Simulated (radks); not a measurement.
The numbers below are computed, except where a source is named.
Problem. The sulfur anion S2-, [Ar], held by a Watson sphere: a shell of charge +2 at radius R that stands for the Madelung well of a crystal (potential energy -2/R inside, -2/r outside, in hartree with lengths in bohr). Code: a radial shooting solver on a logarithmic mesh with Libxc functionals. Model: non-relativistic Kohn-Sham, LDA (Slater exchange, Perdew-Wang correlation), spin-polarised, spherical densities, point nucleus. Response by self-consistent Sternheimer equations with the Hartree and adiabatic LDA kernel. The sphere does not respond.

| R (bohr) | e(2p) (eV) | e(3s) (eV) | e(3p) (eV) | <r> 3p (bohr) | sum of <r^2> (bohr^2) | X-ray form factor at sin(theta)/lambda = 0.1 1/angstrom | alpha (bohr^3) |
|---|---|---|---|---|---|---|---|
| 1.94 | -153.47 | -18.578 | -8.666 | 2.050 | 38.90 | 15.578 | 22.57 |
| 2.07 | -153.38 | -18.169 | -8.407 | 2.086 | 40.13 | 15.517 | 24.27 |
| 2.35 | -153.26 | -17.329 | -7.822 | 2.160 | 42.77 | 15.393 | 28.55 |
| 2.38 | -153.25 | -17.243 | -7.759 | 2.168 | 43.05 | 15.380 | 29.06 |
| 2.72 | -153.09 | -16.330 | -7.041 | 2.251 | 46.16 | 15.245 | 35.54 |
| 3.17 | -152.78 | -15.293 | -6.140 | 2.351 | 50.12 | 15.091 | 46.38 |
| 3.55 | -152.45 | -14.555 | -5.451 | 2.426 | 53.31 | 14.983 | 57.81 |
| 4.13 | -151.92 | -13.631 | -4.537 | 2.528 | 58.01 | 14.848 | 80.17 |

Estimate the row for R = 4.43 bohr.

Solution. e(2p) (eV) -151.65; e(3s) (eV) -13.232; e(3p) (eV) -4.127; <r> 3p (bohr) 2.576; sum of <r^2> (bohr^2) 60.39; X-ray form factor at sin(theta)/lambda = 0.1 1/angstrom 14.791; alpha (bohr^3) 94.57.
